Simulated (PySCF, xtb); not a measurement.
C4H3ClF2, SMILES C#CC(F)(F)CCl.

GFN2-xTB (xtb 6.7.1) at its own geometry gives an orbital gap of 5.95 eV and a dipole moment of 2.26 D.

The structure is a stationary point at B3LYP-D3(BJ)/def2-SVP. This is a generated structure with no PubChem entry under its InChIKey; it may be hypothetical. The values are those of a single conformer.

Q: What does PBE/def2-TZVP (PySCF) give? (Estimate from the structure and the level; the computed values follow.)

A: gap 6.00 eV (levels -7.38 and -1.38 eV), dipole 1.65 D.
